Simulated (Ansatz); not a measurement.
Consider the cleavage of the Si–Al bond: `[NH2][Al]([NH2])[SiH2][SiH3]` + `[CH3][AlH][OH]` → `[CH3][AlH][O][SiH2][SiH3]` + `[NH2][AlH][NH2]`.

Program: Ansatz. Geometries: PBE0-D4/def2-TZVP. ΔE: electronic, gas phase. CCSD(T)/CBS is the MP2 limit (def2-TZVPP, def2-QZVPP) plus CCSD(T) − MP2 in def2-TZVPP, frozen cores. This one scheme is used for every species. DFT in def2-TZVPP. B3LYP here is the variant with VWN-RPA as its local correlation; programs differ in this. One conformer a species, not always the lowest.

Task: Is it downhill or uphill in electronic energy at CCSD(T)/CBS, and by how much? (Best estimate.)

Result: Computed: Downhill: ΔE = -0.86 eV.

Task: What do these levels give: r2SCAN-D4, ωB97M-V, PBE, r2SCAN, PBE0, B3LYP, MP2/def2-TZVPP, CCSD/def2-TZVPP, HF/def2-QZVPP, MP2/def2-QZVPP, SCS-MP2/def2-QZVPP, HF/CBS(def2)? (Best estimate.)

Result: Computed: r2SCAN-D4 -0.81, ωB97M-V -0.91, PBE -0.60, r2SCAN -0.80, PBE0 -0.68, B3LYP -0.88, MP2/def2-TZVPP -0.91, CCSD/def2-TZVPP -0.89, HF/def2-QZVPP -1.20, MP2/def2-QZVPP -0.93, SCS-MP2/def2-QZVPP -0.99, HF/CBS(def2) -1.20 eV.

Largest T1 diagnostic among the species: 0.012.

In def2-TZVPP, CCSD(T) changes the Hartree–Fock value by +0.32 eV (the triples alone add +0.04 eV) and MP2 by +0.26 eV. From PBE to PBE0 (25 % exact exchange), in def2-TZVPP and without D4, ΔE moves by −0.08 eV.
